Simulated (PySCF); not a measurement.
B(Cl)(OMe)(SH) (CH4BClOS), SMILES COB(S)Cl. The structure is a stationary point at r2SCAN-D4/def2-SVP. One conformer was computed; it need not be the lowest.

Method: r2SCAN-D4/def2-SVP (PySCF).

Harmonic wavenumbers (cm⁻¹): 92, 156, 193, 255, 355, 388, 514, 525, 782, 1007, 1044, 1168, 1190, 1366, 1468, 1473, 1495, 2720, 3021, 3115, 3161. Rotational constants (GHz): 3.792, 2.346, 1.463; symmetry number 1.

Q: Work out the zero-point energy and the ideal-gas rigid-rotor harmonic-oscillator thermochemistry at 298.15 K and 1 atm.

A: ZPE = ½ Σ hcν = ½ × 25487 cm⁻¹ = 36.44 kcal/mol. H − E(el) = 41.15 kcal/mol. Entropy in cal/(mol K): translation 40.01, rotation 27.60, vibration 14.02, total 81.64. G − E(el) = 16.82 kcal/mol. Cp = 23.06 cal/(mol K). Modes under 150 cm⁻¹ make the vibrational entropy uncertain.
